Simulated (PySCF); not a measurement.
Species: [Zn(H)2] (charge 0, multiplicity 1).

**Question.** Predict the LUMO, charge on the central atom (meta-Löwdin) and HOMO–LUMO gap from PBE-D3(BJ)/def2-TZVP // PBE-D3(BJ)/def2-SVP run with PySCF.

**Answer.** 
```
Quantity                                     Value
----------------------------------------  --------
LUMO                                      -1.40 eV
charge on the central atom (meta-Löwdin)    0.83 e
HOMO–LUMO gap                              5.45 eV
```
